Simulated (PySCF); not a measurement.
Gas-phase reaction: InBr + 2 BrF + O2 → InBr3 + 2 FO

Energies from PySCF, thermal terms from the rigid-rotor harmonic-oscillator model, ideal gas at 1 bar. † marks an energy on the PBE0/def2-TZVP geometry and frequencies. CCSD(T) freezes the core. Open shells (unrestricted): O2 (multiplicity 3), FO (multiplicity 2); the rest are closed-shell singlets. Spin-orbit splitting is ignored; it lowers the true energy and changes the entropy of FO. In: scalar-relativistic def2 core potential, no spin-orbit coupling. Br: all electrons, no relativistic terms. CCSD(T) isn't extrapolated to the basis-set limit.

```json
[
 {"level": "CCSD(T)/def2-SVP†", "ΔH°(298 K), kJ": "67"},
 {"level": "CCSD(T)/def2-TZVPP†", "ΔH°(298 K), kJ": "___"},
 {"level": "r2SCAN/def2-TZVP†", "ΔH°(298 K), kJ": "88"},
 {"level": "LDA/def2-TZVP†", "ΔH°(298 K), kJ": "___"},
 {"level": "ωB97M-V/def2-TZVP†", "ΔH°(298 K), kJ": "___"},
 {"level": "ωB97X-V/def2-TZVP†", "ΔH°(298 K), kJ": "91"}
]
```

Question: What belongs in the gaps?

Answer: 
- CCSD(T)/def2-TZVPP†, ΔH°(298 K), kJ: 98
- LDA/def2-TZVP†, ΔH°(298 K), kJ: 133
- ωB97M-V/def2-TZVP†, ΔH°(298 K), kJ: 102
